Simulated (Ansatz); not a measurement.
## Reading a saddle point

A first-order saddle point of Si$_{4}$H$_{10}$Cl$_{2}$, closed shell, PBE0-D4/def2-TZVP, with one imaginary mode of 648i cm⁻¹:

```tsv
atom	x (Å)	y (Å)	z (Å)
Si1	-0.1291	0.4792	0.2000
Si2	2.1704	-0.6961	-0.2544
Si3	-1.1041	1.2224	-1.7821
Si4	-1.1864	-0.3734	2.0944
Cl5	1.1333	2.0442	0.8712
H6	0.4878	-1.0125	-0.4005
Cl7	-1.0533	-1.8241	-0.7642
H8	2.6898	-0.6144	1.1261
H9	2.3420	-2.0604	-0.8133
H10	2.7084	0.3290	-1.1721
H11	-2.5405	0.8621	-1.7658
H12	-0.3936	0.5742	-2.9116
H13	-0.9448	2.6993	-1.8781
H14	-1.0598	0.6074	3.2066
H15	-2.6151	-0.6008	1.7741
H16	-0.5049	-1.6364	2.4697
```

Ansatz 0.2.0; basis: def2-TZVPP and def2-QZVPP; cores frozen in the correlated methods. Extrapolation: Hartree–Fock as exp(−7.88 √X), correlation as X^−2.97.

(1) Which contacts change along the imaginary mode, and what lies on either side? (Judge from chemistry; the calculation decides.)

(2) Which side is lower, and how far does the saddle lie above each? (To be estimated.)

The T1 diagnostic stays at or below 0.014. The end structure is not quite a true minimum (one mode of 33i cm⁻¹).

Results:

(1) The calculation gives: The step is Si₄H₉Cl ([SiH3][Si]([SiH3])([SiH3])[Cl]) + HCl → Si₃H₆Cl₂ ([SiH3][Si]([SiH3])([Cl])[Cl]) + SiH₄, with the molecules in contact on both sides. Shortening one way: Si1–Cl7, Si2–H6; lengthening the same way: Si1–Si2, H6–Cl7.
| pair | one side (Å) | saddle (Å) | other side (Å) |
| --- | --- | --- | --- |
| Si1–Cl7 | 3.68 | 2.66 | 2.06 |
| Si2–H6 | 3.09 | 1.72 | 1.48 |
| Si1–Si2 | 2.34 | 2.62 | 5.00 |
| H6–Cl7 | 1.28 | 1.78 | 3.32 |

(2) By the calculation: The side with Si1–Cl7, Si2–H6 short is lower by 85.5 kJ/mol; the saddle lies 211.9 kJ/mol above it and 126.4 kJ/mol above the other (CCSD(T) at an estimated basis limit (MP2 extrapolated from triple and quadruple zeta, plus CCSD(T) − MP2 in triple zeta); electronic energies).

Labels in which every atom is bracketed show which atoms are joined, not bond orders.

For scale, one of the runs: CCSD(T)/def2-TZVPP, 392 basis functions, launched by `ansatz run in.yaml --threads 4 --pin off --events-out ev --progress --plain --max-ram 41984MiB --backend cuda --devices 0, --max-vram 37GiB`. Time: 16 s of wall clock on 4 CPU threads of an AMD EPYC 7R13 and a share of one NVIDIA H100; the host was shared. Peak host memory: 0.9 GiB.
